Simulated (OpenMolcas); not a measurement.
Cr3+ (d3) in a complex was computed by CASSCF with the d shell active (OpenMolcas, ANO-RCC-VDZP on the metal). Its lowest spin-free states, and all those of the highest spin:

| 2S+1 | Degeneracy | E (cm-1) |
| --- | --- | --- |
| 4 | 3 | 0.0 |
| 4 | 3 | 4344 |
| 4 | 1 | 9490 |
| 2 | 2 | 13390 |
| 2 | 3 | 16081 |
| 2 | 3 | 16697 |
| 4 | 3 | 18023 |
| 2 | 1 | 18356 |
| 2 | 3 | 20821 |
| 2 | 3 | 22589 |
| 2 | 3 | 22630 |
| 2 | 2 | 23571 |

Is the site octahedral, tetrahedral or cube-like, axial, or of lower symmetry?

The states with 2S+1 = 4 have orbital degeneracies 3, 3, 1, 3. Threefold states need a cubic site. For d3 at this spin an octahedron puts the single A2 below the threefold T2 and a tetrahedron or cube puts the threefold T1 below the threefold T2, so the site is a tetrahedron or a cube, which this pattern cannot tell apart. The run had Cr3+ with 4 ligands (bromide) in tetrahedral coordination (Td) at 2.4 Å. A charge of +0.25 e stands 2.6 Å behind each ligand. Ligand basis ANO-RCC-VDZP.

An orbital triplet at a regular site is open to Jahn-Teller coupling, which can distort the site and quench the lowest spin-orbit gaps and is left out. Without dynamic correlation the repulsion within the d shell is too large (B by tens of per cent), so at a given field states of lower spin stand too high. Ligand-to-metal charge-transfer states are missing. With no ligand orbital active B as a rule stays too high, so bands that hang on it stand too high and its fall with covalency is understated. With metal d orbitals alone and no dynamic correlation the field as a rule comes out too small, by tens of per cent, by up to half for chloride and softer ligands. No measured value stands beside these numbers; the geometry was imposed, not optimised, and the real ion may take another.
